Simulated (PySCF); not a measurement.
**Indirect couplings**

Geometry:
```
atom   x (Å)   y (Å)   z (Å)
  F1  -2.355   0.124  -0.599
  C2  -1.340   0.043   0.247
  F3  -1.401   1.060   1.091
  F4  -1.435  -1.090   0.925
  C5  -0.019   0.091  -0.564
  F6   0.048   1.292  -1.142
  F7  -0.081  -0.857  -1.500
  C8   1.259  -0.135   0.282
  F9   1.238  -1.358   0.794
 F10   1.293   0.748   1.273
Br11   2.830   0.071  -0.825
```

Indirect spin–spin couplings were computed at B3LYP/pcJ-1 (pcSseg-1 on Br) (PySCF) on a PBE0-D3(BJ)/def2-SVP structure, for the isolated molecule, without vibrational or relativistic corrections. Couplings are averaged over pairs made equivalent by symmetry, fast rotation or ring inversion, so a value needn't be that of the named pair in this geometry, while other rotamers aren't included; one pair stands for each set, and the list holds those of at least 1.5 Hz over up to four bonds, among pairs with at least one F atom (others weren't computed). One-bond C–F couplings come out tens of Hz too large with common functionals.

Isotopes: 13C, 19F.

| pair | bonds | J (Hz) |
| --- | --- | --- |
| F1, C2 | 1 | ? |
| C5, F6 | 1 | -322.4 |
| C8, F9 | 1 | -385.7 |
| F1, F3 | 2 | 58.0 |
| F1, C5 | 2 | 39.6 |
| C2, F6 | 2 | 35.1 |
| C5, F9 | 2 | 35.0 |
| F6, F7 | 2 | 261.0 |
| F6, C8 | 2 | ? |
| F9, F10 | 2 | 110.6 |
| F1, F6 | 3 | ? |
| C2, F9 | 3 | -2.5 |
| F6, F9 | 3 | ? |
| F6, F10 | 3 | ? |
| F1, F10 | 4 | 8.7 |

Q: Estimate the withheld couplings, with signs.

A: 
- 1J(F1,C2) = -358.7 Hz (bond length 1.324 Å)
- 2J(F6,C8) = 39.6 Hz (angle at C5 109°)
- 3J(F1,F6) = -6.1 Hz (mean over equivalent pairs that range from -22.9 to 21.2 Hz in this conformer)
- 3J(F6,F9) = -8.4 Hz (mean over equivalent pairs that range from -9.3 to -7.5 Hz in this conformer)
- 3J(F6,F10) = -12.3 Hz (mean over equivalent pairs that range from -13.2 to -11.3 Hz in this conformer)

Relativistic effects of the heavier atoms present are left out.
